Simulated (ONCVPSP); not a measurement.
## Transferability test, ONCV potential for nitrogen (N)

N, optimised norm-conserving Vanderbilt (ONCV), made with ONCVPSP 4.0.1 (PBE, scalar-relativistic). Core [He], reference 2s2 2p3. Waves: 2s: rc 0.70 bohr, ncon 4, nbas 7, qcut 7.4 1/bohr, 1 projector; 2p: rc 1.50 bohr, ncon 3, nbas 8, qcut 7.1 1/bohr, 1 projector. Local part: polynomial inside 0.50 bohr (lpopt 5, dvloc0 0 Ha). Core correction: none.

Energies are relative to the spin-unpolarised reference configuration 2s2 2p3; without spin polarisation the order of configurations can differ from experiment.

```json
{"valence configuration": "2s2 2p2", "charge": "+1", "ΔE all-electron (eV)": "13.591", "error AE − PS (meV)": "+20"}
{"valence configuration": "2s2 2p1", "charge": "+2", "ΔE all-electron (eV)": "42.445", "error AE − PS (meV)": "+224"}
{"valence configuration": "2s2 2p0", "charge": "+3", "ΔE all-electron (eV)": "89.527", "error AE − PS (meV)": "+1034"}
{"valence configuration": "2s1 2p3", "charge": "+1", "ΔE all-electron (eV)": "25.372", "error AE − PS (meV)": "-37"}
```
